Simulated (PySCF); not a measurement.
```xyz
19

N     -1.5493     3.0368     2.0512
C     -1.0561     2.1544     1.4526
C     -0.4815     1.0682     0.7175
C      0.9110     0.9611     0.5567
C      1.4986    -0.1075    -0.1678
Si     3.3763    -0.2096    -0.3604
C      0.6655    -1.0876    -0.7408
C     -0.7270    -0.9882    -0.5851
S     -1.9394    -2.0878    -1.2095
C     -3.2179    -1.1307    -0.5113
C     -2.7656    -0.0246     0.1683
C     -1.3344     0.0800     0.1401
H      1.5454     1.7366     1.0123
H      4.0432    -0.2721     0.9873
H      3.7103    -1.4480    -1.1451
H      3.9016     1.0002    -1.0855
H      1.0977    -1.9267    -1.3075
H     -4.2584    -1.4517    -0.6480
H     -3.4202     0.6971     0.6748
```

Charge 0, multiplicity 1.

**Question.** Give the Mulliken and meta-Löwdin atomic charges from PySCF with PBE-D3(BJ)/def2-TZVP // PBE-D3(BJ)/def2-SVP.

**Answer.** 
```
atom  Mulliken (e)  meta-Löwdin (e)
----  ------------  ---------------
N1            0.05            -0.21
C2           -0.29             0.09
C3            0.27            -0.03
C4           -0.31            -0.10
C5            0.13            -0.21
Si6           0.12             0.42
C7           -0.29            -0.10
C8            0.10            -0.10
S9            0.04             0.28
C10          -0.09            -0.23
C11          -0.25            -0.15
C12           0.03             0.01
H13           0.13             0.13
H14          -0.02            -0.07
H15          -0.02            -0.07
H16          -0.02            -0.07
H17           0.11             0.13
H18           0.15             0.15
H19           0.15             0.15
```
